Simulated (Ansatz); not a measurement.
`F/C=C(\[SiH3])SS`, charge 0, multiplicity 1.

Q: Give a relaxed structure at PBE0-D4/def2-TZVP (Ansatz). (Estimate.)

A: The calculation gave: 
Z-matrix (Å, degrees):
```
Si
C 1 1.868
H 1 1.484 2 108.0
H 1 1.483 2 111.2 3 120.6
H 1 1.485 2 108.9 3 -118.0
C 2 1.329 1 126.1 3 -139.4
S 2 1.770 1 118.7 3 47.1
F 6 1.330 2 122.3 1 0.2
H 6 1.086 2 125.2 1 -179.2
S 7 2.049 2 104.2 1 -75.4
H 10 1.347 7 98.8 2 92.3
```
This is one stationary point; other conformers may exist.
